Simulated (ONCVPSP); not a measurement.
## tin (Sn): excitation energies, all-electron against ONCV

* Element: Sn
* Generator: ONCVPSP 4.0.1
* Type: optimised norm-conserving Vanderbilt (ONCV)
* Functional: PBE
* Relativity: scalar-relativistic
* Frozen core: [Ar] 3d10
* Valence charge: 22
* Reference configuration: 4s2 4p6 4d10 5s2 5p2
* Partial waves: 4s+5s: rc 1.05 bohr, ncon 4, nbas 7, qcut 9.2 1/bohr, 3 projectors, debl 1.2 Ha; 4p+5p: rc 1.30 bohr, ncon 5, nbas 8, qcut 11 1/bohr, 2 projectors; 4d: rc 1.40 bohr, ncon 4, nbas 9, qcut 12.3 1/bohr, 2 projectors, debl 0.7 Ha
* Local potential: polynomial inside 0.65 bohr (lpopt 2, dvloc0 3 Ha)
* Core correction: polynomial model core, fcfact 0.6

In the d channel the program set the typed energies aside and used -0.950, 0.250 Ha.

Energies are relative to the spin-unpolarised reference configuration 4s2 4p6 4d10 5s2 5p2; without spin polarisation the order of configurations can differ from experiment.

```tsv
valence configuration	charge	ΔE all-electron (eV)	error AE − PS (meV)
4s2 4p6 4d10 5s2 5p1	+1	6.875	-1.3
4s2 4p6 4d10 5s1 5p0	+3	51.800	-9.7
```

Problem. What are ΔE and the potential's error for 4s2 4p6 4d9 5s2 5p2?

Solution. ΔE = 32.691 eV all-electron; the error (AE − PS) is -2.7 meV.

Problem. What are ΔE and the potential's error for 4s2 4p6 4d10 5s2 5p0?

Solution. ΔE = 20.828 eV all-electron; the error (AE − PS) is -4.2 meV.

Levels in the configuration 4s2 4p6 4d10 5s2 5p1:

```
level  all-electron (eV)  pseudo (eV)
   4s           -141.920     -141.922
   4p            -97.690      -97.691
   4d            -33.806      -33.806
   5s            -17.812      -17.811
   5p            -10.256      -10.255
```
